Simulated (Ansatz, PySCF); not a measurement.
Species: C2H4N (charge 0, doublet). It need not be the lowest isomer of its formula. SMILES: [CH]=NC
Structure (B3LYP-D3(BJ)/def2-TZVP (Ansatz, an electronic-structure program) minimum search):
```
N
C 1 1.2232
H 2 1.0952 1 124.76
C 1 1.4506 2 128.09 3 180.00
H 4 1.0905 1 108.76 2 121.47
H 4 1.0905 5 107.72 1 -117.72
H 4 1.0926 5 109.67 6 -119.30
```
Charge 0, spin multiplicity 2.

Property: atomisation energy (electronic, to ground-state atoms), in kJ/mol. Cores are frozen in the correlated levels unless marked. UHF or UKS for open shells. Spin-orbit coupling is left out. Non-relativistic. The coupled-cluster limit lacks core correlation, which all-electron functionals hold. CBS marks a two-point X^-3 extrapolation of the correlation energy; Hartree-Fock from the larger set. The bracket is a focal-point correction in the basis named.

```
level                                                     program  atomisation energy (kJ/mol)  minus last row
-------------------------------------------------  --------------  ---------------------------  --------------
HF/aug-cc-pVTZ                                             Ansatz                       1829.7          -783.5
BLYP-D3(BJ)/def2-TZVPD                             Ansatz + dftd3                       2669.1            55.9
TPSS-D4/def2-TZVPD                                  PySCF + dftd4                       2674.8            61.6
LC-wPBE-D3(BJ)/def2-TZVPD                          Ansatz + dftd3                       2631.8            18.6
CCSD/cc-pVTZ                                               Ansatz                       2490.7          -122.5
CCSD(T)/STO-3G                                             Ansatz                       2490.0          -123.2
RI-MP2/CBS(cc-pVTZ,cc-pVQZ)+[CCSD(T)-MP2]/cc-pVTZ          Ansatz                       2613.2             0.0
```
